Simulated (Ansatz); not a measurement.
`c1ccc2c(c1)oc1ccccc12`, charge 0, multiplicity 1.

(1) Give a relaxed structure at PBE0-D4/def2-TZVP (Ansatz). (An estimate is asked.)

Answers

(1) Ansatz gave: 
Cartesian coordinates in Å:
```
C 0.466 3.149 1.193
C 0.106 3.177 -0.156
C -0.136 2.007 -0.855
C -0.012 0.795 -0.184
C 0.349 0.798 1.167
C 0.594 1.952 1.882
O 0.425 -0.467 1.671
C 0.111 -1.303 0.641
C 0.069 -2.680 0.722
C -0.273 -3.360 -0.437
C -0.559 -2.680 -1.623
C -0.511 -1.298 -1.682
C -0.170 -0.595 -0.532
H 0.648 4.081 1.714
H 0.015 4.132 -0.660
H -0.414 2.036 -1.901
H 0.872 1.918 2.928
H 0.292 -3.196 1.647
H -0.319 -4.443 -0.421
H -0.822 -3.247 -2.508
H -0.734 -0.777 -2.606
```
Point group C2v.
This is one stationary point; other conformers may exist.
